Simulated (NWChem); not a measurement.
# Correlation energy of FS

```xyz
2

S      0.0000     0.0000     0.5862
F      0.0000     0.0000    -1.0421
```
Charge 0, spin multiplicity 2.

The numbers come from NWChem runs, not from measurements. All single points use one geometry, from UB3LYP/def2-SVP, a minimum by its harmonic frequencies.

Basis set: cc-pVDZ. Each correlation energy counts from its own Hartree-Fock reference.

The correlated methods keep 6 core orbitals frozen. The structure started from a generated list of species. The unpaired electrons of the parent sit in orbitals of symmetry b2 (C2v labels of the run); other states weren't searched. The stability of the SCF solutions was not checked. Open-shell Hartree-Fock references start from PBE0 orbitals. No row is a measurement; the coupled-cluster row has its own basis-set and correlation limits.

### Question
For the correlation energy, CCSD(T) on UHF gives -318.2 mHa and CCSDT on ROHF gives -323.5 mHa. What do CCSD on ROHF, URI-MP2, CCSD[T] on ROHF give?

### Answer
CCSD on ROHF: -316.2 mHa; URI-MP2: -293.3 mHa; CCSD[T] on ROHF: -324.1 mHa.
